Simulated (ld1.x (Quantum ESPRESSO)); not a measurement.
# u(r) = r·R(r): atom against pseudo-atom (N)

Columns: radius, all-electron u(r) and pseudo u(r) of the 2s shell (level -25.12 eV) of nitrogen in the configuration [He] 2s2 2p2.5; PBE, scalar-relativistic, PAW scheme, ld1.x (Quantum ESPRESSO) 7.5.

```json
{"r (bohr)": "0.130", "all-electron": "0.3948", "pseudo": "-0.1489"}
{"r (bohr)": "0.260", "all-electron": "0.1572", "pseudo": "-0.3013"}
{"r (bohr)": "0.390", "all-electron": "-0.1933", "pseudo": "-0.4565"}
{"r (bohr)": "0.520", "all-electron": "-0.4948", "pseudo": "-0.6075"}
{"r (bohr)": "0.650", "all-electron": "-0.7096", "pseudo": "-0.7415"}
{"r (bohr)": "0.780", "all-electron": "-0.8398", "pseudo": "-0.8433"}
{"r (bohr)": "0.910", "all-electron": "-0.9004", "pseudo": "-0.9004"}
{"r (bohr)": "1.040", "all-electron": "-0.9095", "pseudo": "-0.9095"}
{"r (bohr)": "1.170", "all-electron": "-0.8834", "pseudo": "-0.8834"}
{"r (bohr)": "1.300", "all-electron": "-0.8347", "pseudo": "-0.8347"}
{"r (bohr)": "1.430", "all-electron": "-0.7732", "pseudo": "-0.7732"}
{"r (bohr)": "1.560", "all-electron": "-0.7054", "pseudo": "-0.7054"}
{"r (bohr)": "1.690", "all-electron": "-0.6361", "pseudo": "-0.6361"}
{"r (bohr)": "1.820", "all-electron": "-0.5684", "pseudo": "-0.5684"}
{"r (bohr)": "1.950", "all-electron": "-0.5042", "pseudo": "-0.5042"}
{"r (bohr)": "2.080", "all-electron": "-0.4446", "pseudo": "-0.4446"}
{"r (bohr)": "2.210", "all-electron": "-0.3901", "pseudo": "-0.3901"}
{"r (bohr)": "2.340", "all-electron": "-0.3409", "pseudo": "-0.3409"}
{"r (bohr)": "2.470", "all-electron": "-0.2969", "pseudo": "-0.2969"}
{"r (bohr)": "2.600", "all-electron": "-0.2579", "pseudo": "-0.2579"}
{"r (bohr)": "2.730", "all-electron": "-0.2235", "pseudo": "-0.2235"}
{"r (bohr)": "2.860", "all-electron": "-0.1933", "pseudo": "-0.1933"}
{"r (bohr)": "2.990", "all-electron": "-0.1668", "pseudo": "-0.1668"}
{"r (bohr)": "3.120", "all-electron": "-0.1437", "pseudo": "-0.1437"}
{"r (bohr)": "3.250", "all-electron": "-0.1236", "pseudo": "-0.1236"}
{"r (bohr)": "3.380", "all-electron": "-0.1061", "pseudo": "-0.1061"}
```

Task: How many radial nodes do the two functions have?

Result: The all-electron 2s function has n − l − 1 = 1; the pseudo-wave has 0, since the states of the same l below it are removed with the core.

Task: At about which radius was the pseudo-wave matched?

Result: 0.90 bohr, where the columns begin to agree (steps of 0.13 bohr).

Task: Where does each function peak?

Result: Outermost all-electron maximum near 1.04 bohr, pseudo maximum near 1.04 bohr (to the table’s step).

Task: Is the pseudo-wave norm-conserving?

Result: No, it belongs to a PAW set: the norm inside the radius is not constrained, and the difference is carried by the augmentation charge.
